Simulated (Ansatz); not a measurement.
Geometry optimisation, RKS PBE0/6-31G* (Ansatz 0.2.0).

The input (input.yaml):

```yaml
crystal:
  periodic: [false, false, false]
  atoms:
    - { symbol: B, position_ang: [-0.9898, 0.3932, -0.8357] }
    - { symbol: "N", position_ang: [0.3678, 0.0081, -0.4455] }
    - { symbol: B, position_ang: [0.2599, -1.3683, 0.1928] }
    - { symbol: B, position_ang: [0.9684, 1.0235, 0.5793] }
    - { symbol: H, position_ang: [-1.4537, 0.0886, -1.9162] }
    - { symbol: H, position_ang: [-1.8488, 0.6936, -0.0181] }
    - { symbol: H, position_ang: [1.2388, -1.7621, 0.8434] }
    - { symbol: H, position_ang: [-0.2961, -2.2067, -0.3278] }
    - { symbol: H, position_ang: [0.4221, 1.0747, 1.7091] }
    - { symbol: H, position_ang: [1.4145, 2.0042, 0.2217] }
basis:
  gaussian: { orbitals: "6-31G*" }
hamiltonian:
  xc: pbe0
relax:
  f_tol: 0.02
  max_steps: 40
output:
  orbitals: {}
```

Launched with:

```bash
$ ansatz run input.yaml --threads 1 --pin off --max-ram 2048MiB --backend cpu --events-out ev --progress --plain --runs-dir out
```

Where does it end, and by what steps?

The run converged. The force dipped under the threshold on the way, but the program's further checks kept it going. After 13 steps the energy has fallen by 2.346 eV; H6 moved furthest, 1.42 Å.

| step | energy less start (eV) | largest force component (eV/Å) | accepted |
| --- | --- | --- | --- |
| 0 | 0.0000 | 3.870 | yes |
| 1 | -1.0703 | 1.762 | yes |
| 2 | -1.3778 | 1.067 | yes |
| 3 | -1.6150 | 0.521 | yes |
| 4 | -1.7620 | 0.467 | yes |
| 5 | -1.8681 | 0.415 | yes |
| 6 | -1.9672 | 0.493 | yes |
| 7 | -2.0907 | 0.479 | yes |
| 8 | -2.1998 | 0.433 | yes |
| 9 | -2.2725 | 0.449 | yes |
| 10 | -2.3260 | 0.214 | yes |
| 11 | -2.3445 | 0.013 | yes |
| 12 | -2.3454 | 0.046 | yes |
| 13 | -2.3457 | 0.002 | yes |

```xyz
10
Properties=species:S:1:pos:R:3
B -1.036 0.389 -0.917
N 0.008 -0.005 0.000
B 0.361 -1.399 0.137
B 0.699 0.995 0.780
H -1.599 -0.451 -1.556
H -1.317 1.547 -1.019
H 1.228 -1.709 0.901
H -0.220 -2.215 -0.516
H 1.562 0.653 1.536
H 0.396 2.145 0.656
```

Whether the end is a true minimum wasn't checked by a vibrational analysis.

The run took 38 s on 1 thread of Arm Neoverse V1 (shared host), peak memory 0.13 GiB.
